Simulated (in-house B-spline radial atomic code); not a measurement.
# Excitations of Fe⁸⁺ by several methods

Full response, energies in eV; labels give the largest channel, * marks a mixed state, a dash one above the method's threshold, and an imaginary frequency an unstable closed-shell reference. Computed with a B-spline radial code for spherical atoms: linear response of the closed shell [Ne] 3s2 3p6 with each method's own kernel (bare exchange for TDHF, static screening on G0W0 levels for BSE, the adiabatic kernel for functionals); non-relativistic, point nucleus, no spin-orbit coupling, no double excitations, S, P, D and F terms only. Only terms of natural parity with L up to 3 were computed.

```tsv
method	3p → 3d 3P	3p → 3d 3F	3p → 3d 1F	α (bohr³)
TDHF	49.22	50.71	55.97	0.5014
BSE on G0W0@HF	50.08	51.70	56.49	0.4978
LDA VWN5	50.31	51.56	55.60	0.5004
PBE	50.27	50.81	55.56	0.4994
PBE0	50.13	50.93	55.83	0.4995
B3LYP (VWN-RPA)	49.97	50.76	55.33	0.5003
CAM-B3LYP	49.95	50.78	55.35	0.5005
LC-wPBE	?	?	?	?
wB97X	?	?	?	?
HSE06	50.18	50.97	55.86	0.4995
BHandHLYP	49.72	50.76	55.59	0.5007
BLYP	49.99	50.51	55.06	0.5003
PBEsol	50.25	51.10	55.68	0.4998
BP86	50.36	50.79	55.44	0.499
LDA exchange-only	49.74	51.17	55.64	0.5019
B97-1	50.22	51.05	55.39	0.4996
RPBE	50.28	50.79	55.57	0.4994
OLYP	49.97	51.18	55.69	0.4979
```

**Question.** What does LC-wPBE give?

**Answer.** 3p → 3d 3P: 50.39; 3p → 3d 3F: 50.98; 3p → 3d 1F: 55.73; α: 0.4992 (eV, bohr³).

**Question.** What does wB97X give?

**Answer.** 3p → 3d 3P: 50.52; 3p → 3d 3F: 51.44; 3p → 3d 1F: 55.72; α: 0.4974 (eV, bohr³).
